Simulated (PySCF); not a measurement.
# Gd(SH)3: one run

Gd(SH)3 (singlet in the valence; each metal's 4f electrons, 7 of them, lie in its core potential, out of spins and levels). PySCF 2.14.0, RKS BLYP, Gd lcecp-1-SVP with ECP53, S def2-SVP, H def2-SVP; non-relativistic Hamiltonian with scalar-relativistic core potentials where named; density fitting; no spin-orbit coupling. Purpose: level BLYP.

```python
mol = gto.M(atom='''
Gd    -0.00000     0.00000     0.93425
S      2.56808     0.41130     0.96244
H      2.89448    -0.90357     0.95439
S     -1.64024     2.01837     0.96244
H     -0.66472     2.95848     0.95439
S     -0.92784    -2.42967     0.96244
H     -2.22976    -2.05491     0.95439''',
    basis={'Gd': 'lcecp-1-SVP', 'S': 'def2-SVP', 'H': 'def2-SVP'},
    ecp={'Gd': 'lcecp-1-SVP'},
    charge=0, spin=0)
mf = dft.RKS(mol, xc='BLYP')
mf.grids.atom_grid = (75, 302)  # f atoms: unpruned, at least (60, 302)
mf = mf.density_fit()  # fitting sets: Gd AutoAux, S def2-universal-JKFIT, H def2-universal-JKFIT
mf.conv_tol = 1e-08; mf.max_cycle = 55
mf.kernel(dm0)  # dm0: converged density of the relaxed state
mf.nuc_grad_method().kernel()
```

Run from Python with OMP_NUM_THREADS=2; the lines above give its settings. Where DIIS fails, smearing, a level shift and second-order steps follow.
It took 5.4 s on 2 threads of Arm Neoverse V1 (shared host), from an already converged density.

Problem. Where do the frontier levels lie, over both spins?

Solution. HOMO -5.98 eV, LUMO -3.09 eV. The 4f levels lie in the core potential and are missing.

Problem. What are the Mulliken charges and spins?

Solution. 
```json
{"atom": "Gd1", "charge (e)": "0.627", "spin (e)": "0.000"}
{"atom": "S2", "charge (e)": "-0.289", "spin (e)": "0.000"}
{"atom": "H3", "charge (e)": "0.080", "spin (e)": "0.000"}
{"atom": "S4", "charge (e)": "-0.289", "spin (e)": "0.000"}
{"atom": "H5", "charge (e)": "0.080", "spin (e)": "0.000"}
{"atom": "S6", "charge (e)": "-0.289", "spin (e)": "0.000"}
{"atom": "H7", "charge (e)": "0.080", "spin (e)": "0.000"}
```
The spin of the 4f electrons in the core isn't counted.

Problem. What forces act on the atoms (eV/Å)?

Solution. 
```
Gd  -0.01  0.00 -0.01
S    0.23  0.37  0.00
H    0.08 -0.32  0.00
S   -0.43  0.02  0.00
H    0.24  0.22  0.00
S    0.20 -0.39  0.00
H   -0.31  0.09  0.00
```
Forces carry noise of the integration grid, about 0.01 to 0.03 eV/Å.

The geometry was relaxed with PBE0 (Gd lcecp-1-SVP with ECP53, S def2-SVP, H def2-SVP).

An lcecp potential fixes the number of 4f electrons, so in runs with it no electron can move into or out of that shell.
